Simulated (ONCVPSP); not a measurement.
Building the ONCV potential for B (PBE, scalar-relativistic).

ONCVPSP 4.0.1 input, shortened (lines: element, Z, core and valence counts, functional; n l f; lmax; l rc ep ncon nbas qcut; lloc lpopt rc5 dvloc0; l nproj debl; icmod fcfact rcfact), PBE, scalar-relativistic:

```
  B 5.00    1    2        4      upf
    1    0    2.00
    2    0    2.00
    2    1    1.00
    1
    0    1.84    0.00    4    9    5.70
    1    2.90    0.00    4    7    4.90
    4    5    1.15    6.00
    0    3    1.60
    1    3    2.50
    3    4.75    1.40
```

Estimate the cutoffs (Ha) at which the residual kinetic energy of the hardest occupied pseudo-wave falls to 1 and 0.1 mHa per electron.

9.4 Ha and 12 Ha.

Does the potential have ghost states?

No bound ghost flagged; no localised positive-energy state flagged.

Which valence shell sets the plane-wave cutoff?

2s: 9 Ha for 1 mHa per electron, against 7 Ha for 2p.

Tests: 2s2 2p0; 2s1 2p0; 2s2 2p0.5; 2s1 2p1. Which has the largest error in its energy relative to the reference configuration, and how large is it?

2s1 2p0, with +246 meV (all-electron minus pseudo) on +33.64 eV.
